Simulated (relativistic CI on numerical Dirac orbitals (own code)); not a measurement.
Radial parameters of Cl7+

Computed by Dirac-Coulomb-Breit CI, separate exchange-only KLI orbitals for each configuration, QED by a radiative potential, unscaled Slater integrals (own radial code, finite nucleus).

Slater integrals F^k, G^k are unscaled and averaged over j, outside the closed core 1s2; ζ comes from projecting the Hamiltonian with its Breit term on Σ l·s of the shell.

- 2s2.2p5.3s: ζ(2p) = 8965.5, G^1(2p,3s) = 19990 cm⁻¹; <r>(2p) = 0.3875, <r^2>(2p) = 0.185, <r>(3s) = 1.193, <r^2>(3s) = 1.615 (bohr units).
- 2s2.2p5.3p: ζ(2p) = 8965, F^2(2p,3p) = 47273, G^0(2p,3p) = 19363, G^2(2p,3p) = 20245, ζ(3p) = 1514.9 cm⁻¹; <r>(2p) = 0.3879, <r^2>(2p) = 0.1855, <r>(3p) = 1.227, <r^2>(3p) = 1.728 (bohr units).
- 2s2.2p5.3d: ζ(2p) = 9000.7, F^2(2p,3d) = 49955, G^1(2p,3d) = 39796, G^3(2p,3d) = 22665, ζ(3d) = 53.653 cm⁻¹; <r>(2p) = 0.3876, <r^2>(2p) = 0.1852, <r>(3d) = 1.201, <r^2>(3d) = 1.676 (bohr units).

Averages of the first 10 configurations, taken without configuration mixing, which lowers the lowest level and can move excited configurations by several eV; other configurations of the list can lie among them:

```tsv
Configuration	Parity	States	Average energy above the lowest level (eV)
2s2.2p6	even	1	0.2
2s2.2p5.3s	odd	12	209.0
2s2.2p5.3p	even	36	225.0
2s2.2p5.3d	odd	60	245.9
2s.2p6.3s	even	4	280.2
2s2.2p5.4s	odd	12	277.2
2s2.2p5.4p	even	36	283.2
2s.2p6.3p	odd	12	295.5
2s2.2p5.4d	odd	60	290.8
2s2.2p5.4f	even	84	292.9
```
